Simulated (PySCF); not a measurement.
**Be+ (beryllium, charge +1): UHF calculation**

Configuration: [He] 2s1, 2S determinant. Calculation: PySCF 2.14, in aug-cc-pVQZ (6s5p4d3f2g, 80 functions); the non-relativistic Hamiltonian (point nucleus).

```
Total energy                                     : -14.277391 hartree
One-electron energy                              : -17.6124 hartree
Hartree (Coulomb) energy                         : 5.8422 hartree
Exchange energy                                  : -2.5072 hartree
Kinetic energy                                   : 14.27826 hartree
⟨S²⟩                                             : 0.7500
⟨L²⟩                                             : 0.000
Sum of ⟨r⟩                                       : 3.110 bohr
Sum of ⟨r²⟩                                      : 6.556 bohr²
Density at the nucleus (Gaussians lack the cusp) : 34.4 bohr⁻³
Spin density at the nucleus                      : 1.01 bohr⁻³
Langevin diamagnetic susceptibility              : -5.19 ×10⁻⁶ cm³/mol
```

```
shell  electrons  mean orbital energy (eV)  rms radius, mean of both spins (bohr)
 1s α          1                   -140.37                                  0.482
 1s β          1                   -139.26                                  0.482
 2s α          1                   -18.129                                   2.47
```
